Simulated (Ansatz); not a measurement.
Basis-set extrapolation for C$_{7}$H$_{14}$N$_{2}$ (`CCC(/C=C/NC)=N/C`) (PBE0-D4/def2-TZVP geometry, frozen core, Ansatz). Multiplicity 1, RHF reference.

|  | def2-TZVPP | def2-QZVPP |
| --- | --- | --- |
| HF | -382.226428 | -382.244083 |
| MP2 correlation | -1.594731 | -1.697459 |
| CCSD(T) correlation | -1.736355 | not run |

Energies in hartree. Use E(X) = E(∞) + A·exp(−7.88·√X) for Hartree–Fock and E(X) = E(∞) + B·X^(−2.97) for correlation, with X = 3 and 4, and add CCSD(T) minus MP2 of the smaller set to the MP2 limit.

Problem. What is the CCSD(T) energy at the basis-set limit?

Solution. HF limit: -382.244083 + (-0.017655) × 0.13774 = -382.24651. MP2 limit: -1.697459 + (-0.102728) × 0.74074 = -1.77355. Higher-order term: -1.736355 − (-1.594731) = -0.14162. Total: -384.16168 hartree, 124.8 kcal/mol below CCSD(T)/def2-TZVPP.
